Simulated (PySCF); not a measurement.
# Spin states and ions at one geometry of ReO3F

PySCF 2.14.0, RKS PBE, Re def2-SVP with ECP60, O def2-SVP, F def2-SVP; non-relativistic Hamiltonian with scalar-relativistic core potentials where named; density fitting; no spin-orbit coupling; singlets restricted, open shells unrestricted. The geometry is relaxed for charge 0, singlet, vacuum:

```xyz
5

Re   -0.0037    0.0037   -0.0037
O     1.0044    0.9538    1.0044
O    -0.9538   -1.0044    1.0044
O     1.0044   -1.0044   -0.9538
F    -1.0813    1.0813   -1.0813
```

Energies count from the relaxed state; an electron taken off or put on is at rest in vacuum. Charges and spins are Mulliken's.

Q: Order these states by energy, lowest first.
A. charge 0, singlet, vacuum
B. charge 0, triplet, vacuum
C. charge +1, doublet, vacuum
D. charge -1, doublet, vacuum

A: D (-0.43 eV), A (0.00 eV), B (4.24 eV), C (12.08 eV).

Q: How do charge and spin on the first atom follow?

A: 
```tsv
state	spin squared	charge on Re1 (e)	spin on Re1 (e)	dipole about the centre of mass (D)
charge 0, singlet, vacuum	0.00	1.14	0.00	1.21
charge 0, triplet, vacuum	2.01	1.05	0.54	0.63
charge +1, doublet, vacuum	0.77	1.38	-0.16	0.09
charge -1, doublet, vacuum	0.75	0.74	0.66	1.87
```

With an electron taken off (doublet) the charges change, summed by element, by Re +0.24 e, O +0.66 e, F +0.11 e. The vertical ionisation energy is 12.08 eV, against −ε(HOMO) = 8.47 eV of the relaxed state. The level lies 3.6 eV too high, as is usual for semilocal functionals and global hybrids, which keep a self-interaction error.

With an electron put on (doublet) the charges change, summed by element, by Re -0.40 e, O -0.50 e, F -0.10 e. The vertical electron affinity is 0.43 eV, against −ε(LUMO) = 4.10 eV of the relaxed state. The basis has no diffuse functions, which an added electron needs. The added electron's level lies above zero.

Open shells may have lower solutions than those found. Hard to converge, so the more doubtful: charge 0, triplet, vacuum; charge -1, doublet, vacuum.
